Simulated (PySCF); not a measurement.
Si(F)(H)2(SH) (FH₃SSi), SMILES F[SiH2]S. Geometry: B3LYP-D3(BJ)/def2-TZVP. Other conformers were not sampled.

Computed equilibrium geometry at B3LYP-D3(BJ)/def2-TZVP (PySCF confirms it by a frequency run) as bond lengths and angles (one conformer of several):
Atoms: Si1 F2 S3 H4 H5 H6. Bonded distances (Å): Si1–F2 1.604, Si1–S3 2.128, Si1–H4 1.474, Si1–H5 1.473, S3–H6 1.345. Bond angles (°): F2–Si1–S3 112.1, F2–Si1–H4 106.5, F2–Si1–H5 108.2, S3–Si1–H4 111.0, S3–Si1–H5 105.9, H4–Si1–H5 113.3, Si1–S3–H6 94.9.
Charge 0, spin multiplicity 1.
